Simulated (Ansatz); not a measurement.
Ansatz (a first-principles code) input (PBE/def2-TZVPD):

Ansatz 0.2 input:
```yaml
crystal:
  periodic: [false, false, false]
  atoms:
    - {symbol: Au, position_ang: [-0.00000000, -0.00000000, -0.02298669]}
    - {symbol: Cl, position_ang: [0.00000000, 0.00000000, 2.22759416]}
    - {symbol: O, position_ang: [-0.00000000, -0.00000000, -3.05909148]}
    - {symbol: C, position_ang: [-0.00000000, -0.00000000, -1.93007001]}
basis:
  gaussian:
    orbitals: def2-TZVPD
hamiltonian:
  xc: {name: PBE}
total_charge: -1
magnetization: {spin_polarized: true, initial_magnetization: 1}
```

Output:

```
Functional definition: PBE
integrals: 0.08 GiB planned
1006 factors; their error is unknown
mean field: 0.72 GiB planned
mean field evaluation 1: about -19286.0473 eV, gradient 5.5e1 eV
mean field evaluation 2: about -19184.6043 eV, gradient 1.6e2 eV
mean field evaluation 4: about -19293.3163 eV, gradient 3.2e1 eV
mean field evaluation 8: about -19297.0865 eV, gradient 1.5e-1 eV
mean field evaluation 16: about -19297.0842 eV, gradient 2.2e-4 eV
mean field evaluation 32: about -19295.9993 eV, gradient 2.0e-5 eV
mean field evaluation 64: about -19296.0219 eV, gradient 1.4e0 eV
mean field evaluation 96: about -19297.0842 eV, gradient 3.9e-5 eV
mean field -19297.08420092 eV, -709.1547643504 hartree, gradient 3.9e-5 eV, S^2 0.751907; 8 other end points of the search recorded, 0 dependent functions left out
reference -19297.08424988 eV, -709.1547661495 hartree; 26, 25 occupied and 140, 141 virtual orbitals, 1006 factors
Total energy: -19297.08424988 eV, -709.1547661495 hartree
```

This state (charge -1, doublet) is run at the relaxed geometry of the species with charge 0 and multiplicity 1.
